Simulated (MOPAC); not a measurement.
MOPAC input (AM1):

```
AM1 1SCF CHARGE=-1 GEO-OK AUX(PRECISION=9) THREADS=1
C4H2FS

F    -0.15853800 1    2.26706000 1    0.49717600 1
C    -0.10937100 1    0.92170100 1    0.19772200 1
C    -1.28298100 1    0.17459900 1   -0.08649800 1
C    -1.09178200 1   -1.17286600 1   -0.37248000 1
S     0.63494300 1   -1.41090600 1   -0.25675600 1
C     1.06261100 1    0.22932800 1    0.15621500 1
H    -2.26063300 1    0.64962500 1   -0.07506500 1
H     2.05753600 1    0.60475400 1    0.33882600 1
```

From the output:

```
                                                       MOPAC v23.2.5 Linux

          FINAL HEAT OF FORMATION =          3.71710 KCAL/MOL =      15.55234 KJ/MOL

          COSMO AREA              =        120.27 SQUARE ANGSTROMS
          COSMO VOLUME            =        110.29 CUBIC ANGSTROMS

          IONIZATION POTENTIAL    =          3.572577 EV
          HOMO LUMO ENERGIES (EV) =         -3.573  5.616
          NO. OF FILLED LEVELS    =         16
          MOLECULAR WEIGHT        =        101.1182         POINT GROUP:  Cs

          MOLECULAR DIMENSIONS (Angstroms)

            Atom       Atom       Distance
            H     8    H     7     4.33819
            S     5    F     1     3.76218
            C     4    C     2     0.00000

          SCF CALCULATIONS        =          1

   ATOM   CHEMICAL          X               Y               Z
  NUMBER   SYMBOL      (ANGSTROMS)     (ANGSTROMS)     (ANGSTROMS)

     1       F         -0.15853800  *   2.26706000  *   0.49717600  *
     2       C         -0.10937100  *   0.92170100  *   0.19772200  *
     3       C         -1.28298100  *   0.17459900  *  -0.08649800  *
     4       C         -1.09178200  *  -1.17286600  *  -0.37248000  *
     5       S          0.63494300  *  -1.41090600  *  -0.25675600  *
     6       C          1.06261100  *   0.22932800  *   0.15621500  *
     7       H         -2.26063300  *   0.64962500  *  -0.07506500  *
     8       H          2.05753600  *   0.60475400  *   0.33882600  *

                             CARTESIAN COORDINATES

   1    F       -0.158538000     2.267060000     0.497176000
   2    C       -0.109371000     0.921701000     0.197722000
   3    C       -1.282981000     0.174599000    -0.086498000
   4    C       -1.091782000    -1.172866000    -0.372480000
   5    S        0.634943000    -1.410906000    -0.256756000
   6    C        1.062611000     0.229328000     0.156215000
   7    H       -2.260633000     0.649625000    -0.075065000
   8    H        2.057536000     0.604754000     0.338826000

           Empirical Formula: C4 H2 F S  =     8 atoms

      MOLECULAR POINT GROUP   :   Cs

                  EIGENVALUES
 -44.36124 -31.19856 -23.87479 -18.60876 -14.92229 -12.93564 -12.09409 -11.47057
 -10.22891  -8.69276  -8.10729  -7.75701  -6.22275  -4.08425  -3.81106  -3.57258
   5.61607   6.13447   7.27165   7.29680   8.55642   8.91966   9.71696  10.11511
  10.63929  11.20364

              NET ATOMIC CHARGES AND DIPOLE CONTRIBUTIONS

  ATOM NO.   TYPE          CHARGE      No. of ELECS.   s-Pop       p-Pop
    1          F          -0.165507        7.1655     1.92066     5.24484
    2          C           0.059887        3.9401     1.20340     2.73671
    3          C          -0.394128        4.3941     1.22558     3.16855
    4          C          -0.353639        4.3536     1.62005     2.73359
    5          S           0.116648        5.8834     1.83699     4.04637
    6          C          -0.506522        4.5065     1.24781     3.25872
    7          H           0.111411        0.8886     0.88859
    8          H           0.131849        0.8682     0.86815
 DIPOLE           X         Y         Z       TOTAL
 POINT-CHG.     2.245    -0.449     0.119     2.292
 HYBRID         0.434     3.035     0.729     3.152
 SUM            2.679     2.587     0.848     3.819

          ATOMIC ORBITAL ELECTRON POPULATIONS

     Atom    s        px        py        pz
    1  F   1.92066   1.97889   1.34332   1.92263
    2  C   1.20340   0.95407   0.75854   1.02410
    3  C   1.22558   0.93650   0.97167   1.26038
    4  C   1.62005   0.90074   1.11268   0.72016
    5  S   1.83699   1.21438   1.11548   1.71651
    6  C   1.24781   0.97619   1.01914   1.26338
    7  H   0.88859
    8  H   0.86815

 **********************
 *                    *
 * JOB ENDED NORMALLY *
 *                    *
 **********************

 == MOPAC DONE ==
```

The dipole moment of an ion depends on the origin.

The geometry given is a B3LYP-D3(BJ)/def2-TZVP minimum.
